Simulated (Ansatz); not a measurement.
Mulliken charges of CH4ClO2Si (`CO[Si](O)Cl`) radical from PBE/def2-TZVPP in Ansatz (PBE0-D4/def2-TZVP geometry).

```
atom   x (Å)   y (Å)   z (Å)  charge (e)
  C1   0.514   1.008   0.951      -0.132
  O2  -0.157  -0.157   0.514      -0.273
 Si3  -0.815  -0.404  -0.961       0.449
  O4  -1.188  -1.990  -1.039      -0.323
 Cl5   0.561   0.095  -2.427      -0.218
  H6   1.303   1.295   0.251       0.098
  H7   0.961   0.790   1.921       0.108
  H8  -0.183   1.843   1.064       0.102
  H9  -0.908  -2.527  -0.292       0.189
```

Q: By hand: the dipole of these point charges (1 e Å = 4.8032 D).

A: Σ q r = (-0.088, 0.273, 0.453) e Å, of length 0.536 e Å = 2.57 D.

Q: How does the dipole of the full density compare? (Best estimate.)

A: Computed: (0.104, 0.078, 0.470) e Å, 2.34 D; the point charges give 1.10 times that, at 31° from its direction.

Point charges leave out the atoms' own dipoles, such as those of lone pairs, and Mulliken's split depends on the basis, so the two needn't agree.
